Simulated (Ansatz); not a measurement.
Ansatz (an electronic-structure program) input:

Ansatz 0.2 input:
```yaml
crystal:
  periodic: [false, false, false]
  atoms:
    - {symbol: Zn, position_ang: [-0.00000000, -0.00000000, -0.41611361]}
    - {symbol: F, position_ang: [0.00000000, 0.00000000, 1.38704536]}
basis:
  gaussian:
    orbitals: def2-TZVP
hamiltonian:
  xc: b3lyp
  dispersion: d3bj
magnetization: {spin_polarized: true, initial_magnetization: 1}
phonons: {temperatures: {t_min: 298.15, t_max: 298.15, t_step: 100}}
```

**Question.** Which total energy does the run end on?

**Answer.** -1879.32867 Eh (B3LYP-D3(BJ)/def2-TZVP). The basis has 79 functions.

The spin state was set by rule; other spins were not relaxed.
